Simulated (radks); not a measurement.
All-electron atom: Rb XXXII in [He] 2s2 2p2 (the NIST ground configuration).

Method: Dirac Kohn-Sham, relativistic LDA (MacDonald-Vosko exchange, VWN5 correlation), spin-unpolarised, spherical densities, finite nucleus; open shells fill j = l - 1/2 first; Fermi nuclear charge, rms radius 4.2036 fm; computed with a radial shooting solver on a logarithmic mesh with Libxc functionals.

Energy parts (hartree):
part                       energy
total                 -1967.54766
kinetic                2041.41555
electron-nucleus      -4133.34195
Hartree                 158.42087
exchange-correlation    -34.04214

Orbitals (lengths in bohr, moments of r in powers of bohr; r(max) is where P^2 peaks; r(90%) holds 90 % of the orbital's charge):
1s1/2: occ. 2; eigenvalue (hartree) -630.3813; r(90%) 0.0720; <r^4> 0.00001224; r(max) 0.02635; small-component weight 1.80e-02
2s1/2: occ. 2; eigenvalue (hartree) -141.5460; r(90%) 0.258; <r^4> 0.001831; r(max) 0.1449; small-component weight 4.07e-03
2p1/2: occ. 2; eigenvalue (hartree) -137.4893; r(90%) 0.230; <r^4> 0.001150; r(max) 0.1120; small-component weight 4.03e-03
2p3/2: occ. 0; eigenvalue (hartree) -134.8995; r(90%) 0.234; <r^4> 0.001243; r(max) 0.1151; small-component weight 3.95e-03

The highest occupied level is 2p1/2 at -3741.3 eV. The density falls to 0.001 e/bohr^3 at r = 0.57 bohr. The electron density at the nucleus is 5.433e+04 e/bohr^3. For comparison, the ionisation energy in NIST's Atomic Spectra Database is 3815 eV (semi-empirical). In exact Kohn-Sham theory the highest level is minus the ionisation energy, but local and semilocal functionals leave it too shallow, through self-interaction and a potential that decays too fast; potentials with the right tail come closer. Summed over all electrons, <r^2> = 0.1195 bohr^2, which gives a Langevin (diamagnetic) susceptibility term of -0.0946 x 10^-6 cm^3/mol.

Beside tabulated values, note that spin-unpolarised runs miss the spin-polarisation part of the exchange energy of open shells.
